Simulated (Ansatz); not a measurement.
`FC(F)(Cl)C(F)(Cl)Cl` + H₂O → `OC(F)(Cl)Cl` + `FC(F)Cl` at 500 K and 1 bar (formal hydrolysis of a C–C bond).

Program: Ansatz. Geometries: PBE0-D4/def2-TZVP. ΔE: electronic, gas phase. CBS: MP2 limit from def2 TZ/QZ plus the TZ coupled-cluster correction, frozen cores. This one scheme is used for every species. Each species was taken in one conformer, which may not be the lowest.

| species | CCSD(T)/CBS energy (Eh) | H − E (kJ/mol) | S (J/(mol·K)) |
| --- | --- | --- | --- |
| `FC(F)(Cl)C(F)(Cl)Cl` | -1754.78594 | 113.5 | 445.3 |
| H₂O | -76.37941 | 73.2 | 206.3 |
| `OC(F)(Cl)Cl` | -1133.16081 | 101.5 | 360.7 |
| `FC(F)Cl` | -698.00348 | 87.3 | 314.0 |

H − E and S are ideal-gas, rigid-rotor, harmonic terms from PBE0-D4/def2-TZVP, for one conformer and one mirror image of each species. 1 Eh = 2625.50 kJ/mol, R = 8.31446 J/(mol·K).

Q: By hand: ΔE, ΔH, ΔS and ΔG.

A: ΔE = (-1133.16081) + (-698.00348) − (-1754.78594) − (-76.37941) = 0.00106 Eh = 2.8 kJ/mol. Δ(H − E) = 101.5 + 87.3 − 113.5 − 73.2 = 2.1, so ΔH = 4.9 kJ/mol. ΔS = 360.7 + 314.0 − 445.3 − 206.3 = 23.1 J/(mol·K). ΔG = 4.9 − 500 × (23.1)/1000 = -6.7 kJ/mol.

Q: By hand: the equilibrium constant, and the temperature at which ΔG would vanish if ΔH and ΔS stayed fixed.

A: log₁₀ K = −ΔG/(RT ln 10) = 0.7. ΔG = 0 at ΔH/ΔS = 212 K, though so small a ΔH makes that figure unsure.

TΔS isn't small against ΔH here. A doubt of 5 kJ/mol in ΔE shifts log₁₀ K by 0.5 here. Other conformers and mirror images would add mixing entropy, several J/(mol·K) or more a flexible species. These are equilibria of isolated gas molecules and say nothing of rates. Largest T1 diagnostic: 0.011 (customary marks: 0.02 for closed shells, 0.045 for open ones).
